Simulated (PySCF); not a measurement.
**Dipole moment and polarisability of `C=C[Si@H](C#N)S[SiH3]`**

Species: C3H7NSSi2.
Cartesian coordinates in Å at the GFN2-xTB level; atoms count from 1:
```
atom  x, y, z in Å
C1    -2.9396    0.4419   -0.2545
C2    -1.8257    0.5278   -0.9666
Si3   -0.2370   -0.3744   -0.5476
C4    -0.3445   -0.9474    1.2288
N5    -0.3991   -1.2818    2.3228
S6     1.3761    1.0419   -0.7360
Si7    3.0079    0.1625    0.3585
H8    -3.0016   -0.1686    0.6323
H9    -3.8369    0.9787   -0.5205
H10   -1.8096    1.1598   -1.8457
H11    0.0524   -1.5655   -1.3448
H12    2.5743   -0.0273    1.7336
H13    3.3319   -1.1073   -0.2810
H14    4.0508    1.1591    0.1985
```

Level: CAM-B3LYP/def2-SVPD (PySCF), static field, nuclei fixed, core orbitals frozen in the response. The polarisability tensor in these axes (au):

```
x   138.10   0.74   0.25
y     0.74  92.16  -9.97
z     0.25  -9.97 102.69
```

Problem. Give the principal values, the mean and the anisotropy Δα = √{½[(α1 − α2)² + (α2 − α3)² + (α1 − α3)²]}.

Solution. Principal values 86.14, 108.70 and 138.11 au; mean 110.98 au = 16.45 Å³ = 18.30 × 10⁻⁴⁰ C²·m²/J; Δα = 45.13 au (41 % of the mean).

Problem. What is the dipole moment, and where does it point?

Solution. (-0.14, 0.48, -2.47) D, 2.52 D in size, pointing from the negative to the positive side. Measured along this direction, the outermost atoms are N5 at the negative end and H10 at the positive end.

Problem. What depolarisation ratio follows for Rayleigh scattering of linearly polarised light, taking the static tensor?

Solution. ρ = 3Δα²/(45ᾱ² + 4Δα²) = 6111.3/(554273 + 8148.4) = 0.0109.

Problem. Find the Langevin capture rate constant for H3O+ (19.018 u) meeting this molecule (144.984 u), k = 2.342 × 10⁻⁹ cm³/s × √(α in Å³ / reduced mass in u).

Solution. The reduced mass is 16.81 u, so k = 2.32 × 10⁻⁹ cm³/s. The formula leaves out the permanent dipole, which adds to the capture rate.

Problem. Orientational against electronic polarisability at 273 K (dilute gas, rigid molecules)?

Solution. In Gaussian units μ²/3kT = 55.99 Å³ against 16.45 Å³, a ratio of 3.40; the Debye molar polarisation (4π/3)N_A(α + μ²/3kT) is 182.7 cm³/mol, leaving out the vibrational part.

Problem. Refractivity n − 1 of an ideal gas of it at 273.15 K and 1 atm, from the electronic α?

Solution. N = p/kT = 2.6868 × 10¹⁹ cm⁻³, so n − 1 = 2π × N × 16.45 × 10⁻²⁴ cm³ = 2776 × 10⁻⁶ at long wavelengths.

Problem. Sum over states: ᾱ = Σ f/ω², ω in Eh. What share falls to these 8 lowest TDDFT singlets (eV, f)? 5.72, 0.0119; 6.19, 0.0106; 6.42, 0.0106; 6.58, 0.0204; 6.95, 0.0395; 6.98, 0.2147; 7.07, 0.0361; 7.18, 0.0462.

Solution. They add up to 6.08 au, 5.5 % of the 110.98 au; the largest single term is 3.26 au, from the state at 6.98 eV. Terms in order: 0.27, 0.21, 0.19, 0.35, 0.61, 3.26, 0.54, 0.66 au. Higher excitations give the rest. The strengths listed sum to 0.390.

Isolated species at its GFN2-xTB geometry (one conformer only).
